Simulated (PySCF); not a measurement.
A GIAO shielding run with PySCF 2.14.0 with density-fitted response routines (density fitting, non-relativistic, gas phase) on SMILES C=C1C=C1C(F)F, C5H4F2:

```
$ OMP_NUM_THREADS=1 python probes_run.py task.json out

{"job": {"kind": "nmr", "xc": "wB97X-D", "basis": "pcSseg-1", "pop": false}, "charge": 0, "multiplicity": 1}
C     -2.177718     0.068509     0.077730
C     -0.902628     0.408993    -0.086533
C      0.140725     1.344000    -0.422938
C      0.509821     0.128145    -0.064654
C      1.605277    -0.825110     0.224573
F      2.796769    -0.294074    -0.109288
F      1.428501    -1.957816    -0.484841
H     -2.449870    -0.937800     0.399823
H     -2.974950     0.788353    -0.114561
H      0.443163     2.342043    -0.733112
H      1.623881    -1.088358     1.298577
```

Hardware: 1 thread of an Arm Neoverse N1, shared host. The job also computes ring-centre shieldings.

(1) How large is the calculation?

(2) How long does it take, and how much memory does it need?

(3) And these other runs on the same molecule and hardware: GIAO shielding at B97-2/pcSseg-1; GIAO shielding at BHandHLYP/pcSseg-1; GIAO shielding at BP86/pcSseg-1; GIAO shielding at CAM-B3LYP/pcSseg-1; GIAO shielding at HF/pcSseg-1; GIAO shielding at KT2/pcSseg-1?

Answers

(1) 52 electrons, 139 basis functions and 717 auxiliary functions.

(2) 24 s of wall time, with 14 SCF cycles and 7 response iterations; peak memory 0.77 GiB. Times on a shared host scatter by some tens of per cent.

(3) B97-2/pcSseg-1: 139 functions, 19 s; BHandHLYP/pcSseg-1: 139 functions, 18 s; BP86/pcSseg-1: 139 functions, 25 s; CAM-B3LYP/pcSseg-1: 139 functions, 25 s; HF/pcSseg-1: 139 functions, 9.4 s; KT2/pcSseg-1: 139 functions, 26 s.
